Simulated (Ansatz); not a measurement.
`[F][Ge][Cl]` + `CNC` → `C[N](C)[Ge][Cl]` + H–F at 298.15 K and 1 bar (ligand exchange at a Ge–F bond).

Gas-phase electronic energies from Ansatz, PBE0-D4/def2-TZVP geometries. CBS: MP2 limit from def2 TZ/QZ plus the TZ coupled-cluster correction, frozen cores. This one scheme is used for every species. For Ge outer-core shells are correlated without core-valence functions, which leaves a few kJ/mol of doubt a bond. Scalar relativity is left out up to krypton. Each species was taken in one conformer, which may not be the lowest.

```tsv
species	CCSD(T)/CBS energy (Eh)	H − E (kJ/mol)	S (J/(mol·K))
`[F][Ge][Cl]`	-2635.75718	20.2	289.1
`CNC`	-135.00321	256.9	271.4
`C[N](C)[Ge][Cl]`	-2670.35761	240.6	355.8
H–F	-100.39570	33.5	173.6
```

H − E and S are ideal-gas, rigid-rotor, harmonic terms from PBE0-D4/def2-TZVP, for one conformer and one mirror image of each species. 1 Eh = 2625.50 kJ/mol, R = 8.31446 J/(mol·K).

**Question.** By hand: ΔE, ΔH, ΔS and ΔG.

**Answer.** ΔE = (-2670.35761) + (-100.39570) − (-2635.75718) − (-135.00321) = 0.00708 Eh = 18.6 kJ/mol. Δ(H − E) = 240.6 + 33.5 − 20.2 − 256.9 = -3.0, so ΔH = 15.6 kJ/mol. ΔS = 355.8 + 173.6 − 289.1 − 271.4 = -31.1 J/(mol·K). ΔG = 15.6 − 298.15 × (-31.1)/1000 = 24.9 kJ/mol.

**Question.** By hand: the equilibrium constant, and the temperature at which ΔG would vanish if ΔH and ΔS stayed fixed.

**Answer.** log₁₀ K = −ΔG/(RT ln 10) = -4.4. ΔH and −TΔS have one sign here, so there is no such temperature.

TΔS isn't small against ΔH here. A doubt of 5 kJ/mol in ΔE shifts log₁₀ K by 0.9 here. Other conformers and mirror images would add mixing entropy, several J/(mol·K) or more a flexible species. These are equilibria of isolated gas molecules and say nothing of rates. Largest T1 diagnostic: 0.014 (customary marks: 0.02 for closed shells, 0.045 for open ones).
